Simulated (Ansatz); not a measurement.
Basis-set series for `[CH3][In-]([CH3])([SH2+])[Cl]`. Total charge 0; spin multiplicity 1. In: def2 effective core potential. The structure was optimised at the PBE0-D4/def2-TZVP level. It is one conformer, not always the lowest.

```tsv
functional	basis	functions	energy (Eh)	HOMO (eV)	LUMO (eV)
PBE0-D4	def2-SVP	130	-1128.89483	-7.19	0.06
PBE0-D4	def2-QZVPP	576	-1129.32298	-7.35	-0.49
ωB97M-V	def2-SVP	130	-1129.11852	-9.34	1.71
ωB97M-V	def2-QZVPP	576	-1129.55015	-9.53	0.73
```

Problem. Give the rows for def2-TZVPP. (Estimate.)

Solution. Computed: 
| functional | basis | functions | energy (Eh) | HOMO (eV) | LUMO (eV) |
| --- | --- | --- | --- | --- | --- |
| PBE0-D4 | def2-TZVPP | 308 | -1129.29068 | -7.33 | -0.36 |
| ωB97M-V | def2-TZVPP | 308 | -1129.51893 | -9.50 | 1.10 |

Positive LUMOs are unbound and depend on the basis.
